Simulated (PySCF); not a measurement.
This PySCF input asks for the NMR shieldings of `F[SiH2]C([SiH3])[SiH2]F`, CH8F2Si3; the geometry comes from GFN2-xTB.

```python
import basis_set_exchange as bse
import numpy as np
from pyscf import gto, dft
from pyscf.prop import nmr

atoms = """
F     1.168420   -1.021872    1.900209
Si    1.363619   -1.142967    0.303339
C     0.019940   -0.068796   -0.492666
Si   -1.738596   -0.638551   -0.022696
Si    0.284753    1.773310   -0.138802
F     1.756526    2.161517   -0.683084
H     1.183244   -2.561721    0.021281
H     2.722672   -0.685827    0.059931
H     0.114273   -0.200732   -1.574456
H    -2.712859    0.183268   -0.749435
H    -1.915948   -2.040023   -0.417471
H    -1.958126   -0.489028    1.414659
H     0.319065    2.108812    1.274688
H    -0.607661    2.622135   -0.917663
"""
names = dict.fromkeys(["F", "Si", "C", "H"], "pcSseg-1")
basis = {el: gto.basis.parse(bse.get_basis(n, elements=[el], fmt="nwchem")) for el, n in names.items()}
mol = gto.M(atom=atoms, basis=basis, charge=0, verbose=0)
mf = dft.RKS(mol, xc="PBE0")
mf.grids.level = 2
mf.grids.alignment = dft.numint.BLKSIZE   # the property module wants whole blocks of grid points
mf.conv_tol = 1e-9
mf.kernel()

calc = nmr.RKS(mf)   # GIAO
C = mf.mo_coeff
Co = C[:, mf.mo_occ > 0]
resp = mf.gen_response(singlet=True, hermi=2)
def vind(x):   # induced exchange potential for any number of trial vectors
    d = np.einsum("pi,xij,qj->xpq", C, 2 * x.reshape(-1, C.shape[1], Co.shape[1]), Co, optimize=True)
    return np.einsum("xpq,pi,qj->xij", resp(d - d.transpose(0, 2, 1)), C, Co, optimize=True).ravel()
mo1, _ = nmr.rhf.solve_mo1(calc, with_cphf=vind)
sigma = calc.kernel(mo1)
for i, s in enumerate(sigma):   # ppm
    w = np.linalg.eigvalsh((s + s.T) / 2)
    print("%2d %-2s iso %8.1f  s11 %8.1f  s22 %8.1f  s33 %8.1f" % (i, mol.atom_pure_symbol(i), w.mean(), *w))
```

Question: What does it print?

Answer: 
```
 0 F  iso    396.2  s11    362.2  s22    393.3  s33    433.2
 1 Si iso    344.1  s11    300.9  s22    331.5  s33    400.0
 2 C  iso    188.2  s11    175.8  s22    184.7  s33    204.1
 3 Si iso    430.5  s11    406.6  s22    415.7  s33    469.1
 4 Si iso    343.8  s11    289.9  s22    338.8  s33    402.6
 5 F  iso    387.1  s11    358.7  s22    371.8  s33    430.9
 6 H  iso     26.4  s11     23.1  s22     24.5  s33     31.5
 7 H  iso     26.2  s11     22.8  s22     24.7  s33     31.1
 8 H  iso     32.2  s11     27.1  s22     29.2  s33     40.2
 9 H  iso     27.7  s11     23.8  s22     25.8  s33     33.3
10 H  iso     27.5  s11     24.0  s22     25.5  s33     33.1
11 H  iso     27.7  s11     24.0  s22     26.2  s33     32.8
12 H  iso     26.4  s11     23.1  s22     25.2  s33     30.9
13 H  iso     26.4  s11     22.3  s22     25.4  s33     31.4
```

These numbers come from an equivalent density-fitted implementation of the same equations, which agrees with the script to about 0.01 ppm for H and up to a few tenths of a ppm for heavy atoms, so last digits may differ.

Question: Turn these shieldings into chemical shifts. δ = σ(ref) − σ, references computed at the same level: 19F (σ = 170.95 ppm) against CFCl3; 29Si (σ = 349.16 ppm) and 13C (σ = 186.93 ppm) and 1H (σ = 31.72 ppm) vs TMS.

Answer: Averaging equivalent atoms: F 0/5: -220.7; Si 1/4: 5.2; Si 3: -81.3; C 2: -1.3; H 7/13: 5.45; H 6/12: 5.33; H 9/10/11: 4.10; H 8: -0.47 ppm. Unscaled 19F shifts against computed CFCl3 carry errors that often reach 10 to 50 ppm.

Size and cost of the density-fitted run: 163 basis functions, 19 s wall time on 1 thread of an Arm Neoverse V2, shared host; peak memory 0.74 GiB.
